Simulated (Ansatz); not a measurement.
Isomers of Si$_{8}$H$_{8}$⁺ (doublet), relaxed with PBE-D4/def2-SVP; total energies from Ansatz at PBE0-D4/def2-TZVP.

| isomer | description | energy (Eh) |
| --- | --- | --- |
| A | point group Cs; 11 × Si–Si 2.31 to 2.44 Å; 8 × H–Si 1.50 Å | -2319.62178 |
| B | point group Cs; 12 × Si–Si 2.30 to 2.65 Å; 8 × H–Si 1.50 to 1.51 Å | -2319.61440 |

The isomers come from a short search, and lower ones may exist.

Task: Work out the relative energies (1 Eh = 2625.5 kJ/mol) and the Boltzmann populations at 1200 K from electronic energies alone (R = 8.314 J/mol/K).

Result: ΔE: A 0.0, B 19.4 kJ/mol. RT = 9.98 kJ/mol. Factors exp(−ΔE/RT): A 1, B 0.143; sum 1.143. Populations: A 87.5 %, B 12.5 %. Zero-point energy, vibrational entropy and symmetry numbers are left out and can shift these; an error of 4 kJ/mol changes a ratio by a factor of 1.5. Over the other density-functional and correlated levels in def2 sets, the gap between A and B ranges from 18 to 20 kJ/mol.
